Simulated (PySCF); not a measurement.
CuI, SMILES [I][Cu] (connectivity only; charge and spin as stated), charge -1, multiplicity 2.

Geometry: PBE0-D3(BJ)/def2-TZVPD. The spin state was assumed, not searched. The def2 effective core potentials stand for the cores of I; spin–orbit coupling is left out.

Computed with CAM-B3LYP/def2-TZVPD (PySCF).

Isolated molecule, no solvent.

The total energy is -1938.43724 hartree and the point group is C∞v. The α spin, highest occupied and lowest empty level is -0.74 and 3.62 eV and the β spin, highest occupied and lowest empty level comes out as -3.28 and 3.25 eV. The dipole moment about the centre of nuclear charge is 2.42 D and the mean static polarisability is 129.1 bohr³ (19.14 Å³). The polarisability, principal values is 110.6, 110.6, 166.3 bohr³ and the ⟨S²⟩ comes out as 0.753 (pure state 0.75).
